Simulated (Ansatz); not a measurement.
Consider the substitution at a C–C bond: `CC(Cl)[SiH2]N` + `[OH][Ti]([F])([Cl])[SeH]` → `C[Se][Ti]([OH])([F])[Cl]` + `N[SiH2]CCl`.

Gas-phase electronic energies from Ansatz, PBE0-D4/def2-TZVP geometries. CCSD(T)/CBS is the MP2 limit (def2-TZVPP, def2-QZVPP) plus CCSD(T) − MP2 in def2-TZVPP, frozen cores. Functionals use def2-TZVPP. B3LYP here is the variant with VWN-RPA as its local correlation; programs differ in this. For Se, Ti outer-core shells are correlated without core-valence functions, which leaves a few kJ/mol of doubt a bond. Scalar relativity is left out up to krypton. One conformer a species, not always the lowest.

```tsv
level	ΔE (kJ/mol)
B3LYP-D4	7.6
PBE0	9.7
```

Problem. What does CCSD(T)/CBS give? (Best estimate.)

Solution. Ansatz gave: +7.8 kJ/mol. The listed levels differ from it by -0.2, 1.9 kJ/mol.

Largest T1 diagnostic among the species: 0.023, so the coupled-cluster value is less sure than usual.

In def2-TZVPP, CCSD(T) changes the Hartree–Fock value by −3.8 kJ/mol (the triples alone add −1.7 kJ/mol) and MP2 by −5.7 kJ/mol.
